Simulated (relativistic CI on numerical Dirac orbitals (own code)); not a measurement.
# What each ingredient does to the levels of F+

Base calculation: Dirac-Coulomb-Breit CI, KLI orbitals optimised for each configuration, a model potential for QED, valence Slater integrals scaled by 0.85, P86 correlation energy added to each configuration.

Configuration list (outside the closed core 1s2): 2s2.2p4, 2s.2p5, 2s2.2p3.3s, 2s2.2p3.3p, 2p6, 2s2.2p3.3d, 2s2.2p3.4s, 2s2.2p3.4p, 2s2.2p3.4d, 2s2.2p3.4f, 2s2.2p3.5s, 2s2.2p3.5p, 2s2.2p3.5d, 2s2.2p3.5f, 2s2.2p3.5g, 2s2.2p2.3s2, 2s2.2p2.3s.3p, 2s2.2p2.3p2, 2s2.2p2.3s.3d. Levels of other configurations are missing.

Variants: (1) valence Slater integrals scaled by 0.75; (2) self-excluded LDA correlation estimate; (3) one mean potential for all configurations. Shifts of the energy above 2s2.2p4 3P_2, in cm⁻¹, for the lowest level and the first level of each name with at least 55 % of one term (blank where a level changes its place among those of its configuration and J or its character, or is not in the variant):

| Level | Base | Δ(1) | Δ(2) | Δ(3) | Measured |
| --- | --- | --- | --- | --- | --- |
| 2s2.2p4 3P_2 | 0.0 | 0.0 | 0.0 | 0.0 | 0.0 |
| 2s2.2p4 3P_1 | 335.2 | +0.3 | 0.0 | -7.4 | 341.1 |
| 2s2.2p4 3P_0 | 480.8 | -0.3 | +0.1 | -11.2 | 489.7 |
| 2s2.2p4 1D_2 | 19581.1 | -2248.7 | -5.5 | +75.8 | 20873.4 |
| 2s2.2p4 1S_0 | 38261.8 | -3388.6 | -36.5 | -152.7 | 44918.1 |
| 2s2.2p3.3s 5S°_2 | 175999.1 | +2799.6 | +4196.7 | +6934.5 | 176493.9 |
| 2s.2p5 3P°_2 | 177110.5 | +1286.5 | -653.6 | +1210.7 | 164797.9 |
| 2s.2p5 3P°_1 | 177412.4 | +1286.9 | -653.0 | +1192.3 | 165106.7 |
| 2s.2p5 3P°_0 | 177578.7 | +1286.8 | -652.9 | +1183.4 | 165279.2 |
| 2s2.2p3.3s 3S°_1 | 181641.7 | +2094.1 | +4199.8 | +7639.0 | 182864.4 |
| 2s2.2p3.3p 5P_1 | 201679.4 | +2803.0 | +5071.7 | +8057.7 | 202449.4 |
| 2s2.2p3.3p 5P_2 | 201690.7 | +2802.9 | +5071.7 | +8058.4 | 202460.7 |
| 2s2.2p3.3p 5P_3 | 201710.1 | +2802.8 | +5071.7 | +8059.5 | 202480.3 |
| 2s2.2p3.3p 3P_1 | 206304.4 | +2204.9 | +5071.5 | +8518.7 | 207699.1 |

Correlation outside the listed configurations is missing or only estimated: errors of thousands of cm⁻¹ between configurations and terms are usual at this charge. Rates and lifetimes follow the computed energies and can be off by large factors. The fine structure of a lone outer electron comes out too small, for d and f at times inverted, and misplaced configurations move strength between like terms. 23 of the 23 excited levels that our extract of the measured tables holds in this range could be paired (the sources list more); they are missed by 3093 cm⁻¹ on average and 12313 at most, and levels without a partner can miss by more.

Measured levels: NIST Handbook of Basic Atomic Spectroscopic Data (Sansonetti and Martin, J. Phys. Chem. Ref. Data 34, 1559 (2005)).

Ionisation energy from the two ground configurations alone: base 34.97 eV; valence Slater integrals scaled by 0.75 35.3 eV; self-excluded LDA correlation estimate 35.51 eV. The NIST ASD value (measured) is 34.9708 eV.
